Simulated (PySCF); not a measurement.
Fractional electron number in B²⁺ (boron, charge +2)

The 2s alpha orbital of [He] 2s1 is emptied in steps (occupation f), with all orbitals relaxed, ending at 1s2. All numbers are calculated (PySCF 2.14, the spin-free X2C one-electron Hamiltonian (Gaussian nucleus), in x2c-TZVPall (5s3p2d1f, 31 functions)). The exact energy is a straight line in f; departures are measured from the line between the end points of the same method.

```csv
f,UHF (eV),LDA (eV),PBE (eV),PBE0 (eV),LC-wPBE (eV),BHandHLYP (eV),BLYP (eV),HSE06 (eV)
1,0.000,0.000,0.000,0.000,0.000,0.000,0.000,0.000
0.9,0.000,-0.494,-0.503,-0.373,-0.104,-0.274,-0.530,-0.410
0.7,0.001,-1.126,-1.157,-0.854,-0.229,-0.637,-1.225,-0.942
0.5,0.001,-1.294,-1.349,-0.993,-0.255,-0.757,-1.441,-1.100
0.3,0.001,-1.026,-1.101,-0.808,-0.200,-0.639,-1.191,-0.897
0.1,0.000,-0.385,-0.447,-0.326,-0.081,-0.289,-0.507,-0.362
0,0.000,0.000,0.000,0.000,0.000,0.000,0.000,0.000
```

Problem. For HSE06, how does the orbital energy at f = 1 compare with the removal energy?

Solution. −ε = 33.626 eV against a total-energy difference of 38.218 eV. By Janak's theorem ε = ∂E/∂f, so the gap between them reflects the curvature. Along the path −ε is 34.598 (f = 0.9), 36.506 (f = 0.7), 38.346 (f = 0.5), 40.091 (f = 0.3), 41.648 (f = 0.1) eV.

| method | E(f=0) − E(f=1) (eV) | −ε at f=1 (eV) | −ε at f=0.5 (eV) |
| --- | --- | --- | --- |
| UHF | 37.821 | 37.825 | 37.821 |
| LDA | 37.891 | 32.359 | 38.172 |
| PBE | 38.278 | 32.649 | 38.439 |
| PBE0 | 38.223 | 34.050 | 38.357 |
| LC-wPBE | 38.362 | 37.178 | 38.449 |
| BHandHLYP | 38.353 | 35.300 | 38.355 |
| BLYP | 38.423 | 32.512 | 38.526 |
| HSE06 | 38.218 | 33.626 | 38.346 |

As f goes to zero the orbital energy of a semilocal functional can turn back, because the density of that orbital vanishes from the exchange-correlation potential.

Reference removal energy between the ground levels: 37.931 eV (measured; NIST Atomic Spectra Database, ionization energies). UHF lacks correlation.
